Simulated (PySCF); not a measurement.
## Electron correlation in Tl(66+) (thallium, charge +66)

[Ne] 3s2 3p3, high-spin 4S determinant. All numbers are calculated (PySCF 2.14, the spin-free X2C one-electron Hamiltonian (Gaussian nucleus), in an even-tempered Gaussian basis (17 s from 20 bohr⁻², ratio 2.5; 12 p from 26 bohr⁻², ratio 2.5; 4 d from 100 bohr⁻², ratio 2.7; 4 f from 150 bohr⁻², ratio 2.7)). Frozen: 1s2; 13 electrons correlated; the 17 highest virtual orbitals of each spin left out.

```
  level  correlation energy (mhartree)
   CCSD                        -577.12
    (T)                          -0.37
CCSD(T)                        -577.49
```

Diagnostics: T1 = 0.00010, D1 = 0.0003, largest double amplitude 0.013.

Spin-orbit coupling is strong in this species (close to jj coupling), so the high-spin LS determinant is a model state, not a physical level.

Cost of the coupled-cluster step: of the order of 60 core-seconds, for 13 correlated electrons.

At this charge the one-electron X2C treatment keeps the bare 1/r₁₂, with no two-electron picture change or Breit term. The effect here is smaller than on the frozen 1s shell; and a scalar Hamiltonian misses the large spin-orbit splitting of the p shells, which matters for ns² → np² pairs.

Spin-orbit coupling is strong in this species, so the high-spin LS determinant is a model state.
